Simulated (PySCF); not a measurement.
CH8N2OSi, SMILES CN[Si@@H](N)O. Atoms are numbered in the order given.

```xyz
13

C      2.0500    -0.5758     1.1112
N      1.1737     0.1881     0.2477
Si    -0.5248    -0.0120     0.0519
N     -1.1385     1.5182    -0.4215
O     -1.0855    -1.0105    -1.1721
H      1.4528    -1.1021     1.8733
H      2.7639     0.0700     1.6548
H      2.6424    -1.3440     0.5760
H      1.6570     0.7404    -0.4553
H     -0.9651    -0.6270     1.3437
H     -2.0187     1.5974    -0.9180
H     -0.8819     2.3703     0.0624
H     -1.1652    -1.9417    -0.9376
```

Geometry optimised at B3LYP-D3(BJ)/def2-SVP. The structure was generated by enumeration; whether it is a known compound was not checked. The values are those of a single conformer.

Level of theory: TDDFT-PBE/def2-SVPD run with PySCF.

Vertical excitations. 

```tsv
state	energy (eV)	λ (nm)	f	main pairs
S1	5.27	235	0.019	HOMO→LUMO 98 %
S2	5.68	218	0.009	HOMO→LUMO+1 84 %, HOMO→LUMO+2 15 %
S3	5.84	212	0.014	HOMO−1→LUMO 72 %, HOMO→LUMO+2 25 %
S4	5.87	211	0.028	HOMO→LUMO+2 60 %, HOMO−1→LUMO 27 %, HOMO→LUMO+1 11 %
S5	6.30	197	0.038	HOMO−1→LUMO+1 95 %
S6	6.34	195	0.014	HOMO−1→LUMO+2 96 %
S7	6.59	188	0.012	HOMO→LUMO+3 98 %
S8	7.04	176	0.010	HOMO→LUMO+4 84 %, HOMO−2→LUMO 14 %
S9	7.07	175	0.009	HOMO−1→LUMO+3 47 %, HOMO−2→LUMO 44 %, HOMO→LUMO+4 8 %
S10	7.09	175	0.027	HOMO−1→LUMO+3 51 %, HOMO−2→LUMO 40 %
T1	5.15	241	0	HOMO→LUMO 99 %
T2	5.51	225	0	HOMO→LUMO+1 95 %
T3	5.65	219	0	HOMO→LUMO+2 95 %
T4	5.68	218	0	HOMO−1→LUMO 96 %
```
Triplets are in the Tamm–Dancoff approximation, which puts them higher than full response would, so one can lie above its singlet here.
